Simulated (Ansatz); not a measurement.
Sn12O20H18²⁺ (started as a model of: [(RSn)12O14(OH)6]2+, R = H). Charge 2, multiplicity 3. Geometry r2SCAN-D4/def2-SVP, that of the charge +2 singlet; atoms count from 1.

Cartesian coordinates in Å:
```
Sn -2.686 -1.445 -1.648
Sn -1.953 1.805 -2.224
Sn -3.272 0.870 0.746
Sn 1.331 2.278 -1.879
Sn -0.853 0.731 3.038
Sn 0.117 -3.102 -0.925
Sn -1.331 -2.278 1.879
Sn 0.853 -0.731 -3.038
Sn -0.117 3.102 0.925
Sn 2.686 1.445 1.648
Sn 1.953 -1.805 2.224
Sn 3.272 -0.870 -0.746
O -1.907 0.296 -0.753
O -1.763 -2.588 -0.110
O -0.744 -1.866 -2.404
O -0.074 1.104 -2.931
O -0.526 2.892 -1.082
O -2.298 -0.472 2.077
O -1.731 2.038 1.632
O 2.298 0.472 -2.077
O 1.763 2.588 0.110
O 0.074 -1.104 2.931
O 0.744 1.866 2.404
O 0.526 -2.892 1.082
O 1.731 -2.038 -1.632
O 1.907 -0.297 0.754
O -2.928 0.113 -3.090
O -4.179 -0.774 -0.274
O -3.484 2.308 -0.821
O 2.928 -0.113 3.090
O 4.179 0.774 0.274
O 3.483 -2.308 0.821
H -3.351 0.054 -3.960
H -5.056 -1.155 -0.119
H -4.106 3.049 -0.864
H 3.350 -0.053 3.960
H 5.055 1.156 0.118
H 4.106 -3.049 0.864
H -3.600 -2.646 -2.432
H -2.338 2.947 -3.423
H -4.608 1.339 1.687
H 2.038 3.466 -2.855
H -1.286 1.111 4.629
H 0.190 -4.724 -1.402
H -2.038 -3.466 2.855
H 1.286 -1.111 -4.629
H -0.190 4.724 1.402
H 3.601 2.646 2.431
H 2.339 -2.947 3.423
H 4.608 -1.339 -1.687
```

In the def2 sets Sn takes a core potential; there is no spin–orbit coupling. Single mean-field runs in def2-SVP are fitted with def2-universal-jkfit. At PBE0-D4/def2-SVP a singlet of charge 2 lies 5.38 eV below the triplet at the same geometry.

Estimate the Mulliken populations of the heavy atoms from the PBE0/def2-SVP orbitals of Ansatz.


```json
{"atom": "Sn1", "charge (e)": "1.23", "spin (α − β)": "0.01"}
{"atom": "Sn2", "charge (e)": "1.23", "spin (α − β)": "0.01"}
{"atom": "Sn3", "charge (e)": "1.23", "spin (α − β)": "0.00"}
{"atom": "Sn4", "charge (e)": "1.15", "spin (α − β)": "0.04"}
{"atom": "Sn5", "charge (e)": "1.14", "spin (α − β)": "0.05"}
{"atom": "Sn6", "charge (e)": "1.15", "spin (α − β)": "0.04"}
{"atom": "Sn7", "charge (e)": "1.15", "spin (α − β)": "0.04"}
{"atom": "Sn8", "charge (e)": "1.14", "spin (α − β)": "0.05"}
{"atom": "Sn9", "charge (e)": "1.15", "spin (α − β)": "0.04"}
{"atom": "Sn10", "charge (e)": "1.23", "spin (α − β)": "0.01"}
{"atom": "Sn11", "charge (e)": "1.23", "spin (α − β)": "0.01"}
{"atom": "Sn12", "charge (e)": "1.23", "spin (α − β)": "0.00"}
{"atom": "O13", "charge (e)": "-0.76", "spin (α − β)": "0.03"}
{"atom": "O14", "charge (e)": "-0.75", "spin (α − β)": "0.01"}
{"atom": "O15", "charge (e)": "-0.73", "spin (α − β)": "0.07"}
{"atom": "O16", "charge (e)": "-0.73", "spin (α − β)": "0.07"}
{"atom": "O17", "charge (e)": "-0.75", "spin (α − β)": "0.01"}
{"atom": "O18", "charge (e)": "-0.74", "spin (α − β)": "0.06"}
{"atom": "O19", "charge (e)": "-0.74", "spin (α − β)": "0.06"}
{"atom": "O20", "charge (e)": "-0.74", "spin (α − β)": "0.06"}
{"atom": "O21", "charge (e)": "-0.75", "spin (α − β)": "0.01"}
{"atom": "O22", "charge (e)": "-0.73", "spin (α − β)": "0.07"}
{"atom": "O23", "charge (e)": "-0.73", "spin (α − β)": "0.07"}
{"atom": "O24", "charge (e)": "-0.75", "spin (α − β)": "0.01"}
{"atom": "O25", "charge (e)": "-0.74", "spin (α − β)": "0.06"}
{"atom": "O26", "charge (e)": "-0.76", "spin (α − β)": "0.03"}
{"atom": "O27", "charge (e)": "-0.55", "spin (α − β)": "0.01"}
{"atom": "O28", "charge (e)": "-0.53", "spin (α − β)": "0.04"}
{"atom": "O29", "charge (e)": "-0.53", "spin (α − β)": "0.04"}
{"atom": "O30", "charge (e)": "-0.55", "spin (α − β)": "0.01"}
{"atom": "O31", "charge (e)": "-0.53", "spin (α − β)": "0.04"}
{"atom": "O32", "charge (e)": "-0.53", "spin (α − β)": "0.04"}
```
Mulliken values depend strongly on the basis.

Where does the spin sit?

Summed by element: Sn 0.33, O 0.82, H 0.85, of 2 unpaired in all. Largest on single atoms: H41 0.16, H50 0.16, O22 0.07.

And the Mayer bond orders between heavy atoms (over 0.3, the first 40 of 54)?

Sn1–O13 0.53 (2.11 Å); Sn1–O14 0.54 (2.13 Å); Sn1–O15 0.52 (2.13 Å); Sn1–O27 0.51 (2.14 Å); Sn1–O28 0.49 (2.14 Å); Sn2–O13 0.53 (2.11 Å); Sn2–O16 0.52 (2.13 Å); Sn2–O17 0.54 (2.13 Å); Sn2–O27 0.51 (2.14 Å); Sn2–O29 0.49 (2.14 Å); Sn3–O13 0.53 (2.11 Å); Sn3–O18 0.53 (2.13 Å); Sn3–O19 0.53 (2.13 Å); Sn3–O28 0.51 (2.14 Å); Sn3–O29 0.51 (2.14 Å); Sn4–O16 0.56 (2.11 Å); Sn4–O17 0.57 (2.11 Å); Sn4–O20 0.61 (2.06 Å); Sn4–O21 0.63 (2.06 Å); Sn5–O18 0.56 (2.11 Å); Sn5–O19 0.56 (2.11 Å); Sn5–O22 0.62 (2.06 Å); Sn5–O23 0.62 (2.06 Å); Sn6–O14 0.57 (2.11 Å); Sn6–O15 0.56 (2.11 Å); Sn6–O24 0.63 (2.06 Å); Sn6–O25 0.61 (2.06 Å); Sn7–O14 0.63 (2.06 Å); Sn7–O18 0.61 (2.06 Å); Sn7–O22 0.56 (2.11 Å); Sn7–O24 0.57 (2.11 Å); Sn8–O15 0.62 (2.06 Å); Sn8–O16 0.62 (2.06 Å); Sn8–O20 0.56 (2.11 Å); Sn8–O25 0.56 (2.11 Å); Sn9–O17 0.63 (2.06 Å); Sn9–O19 0.61 (2.06 Å); Sn9–O21 0.57 (2.11 Å); Sn9–O23 0.56 (2.11 Å); Sn10–O21 0.54 (2.13 Å).
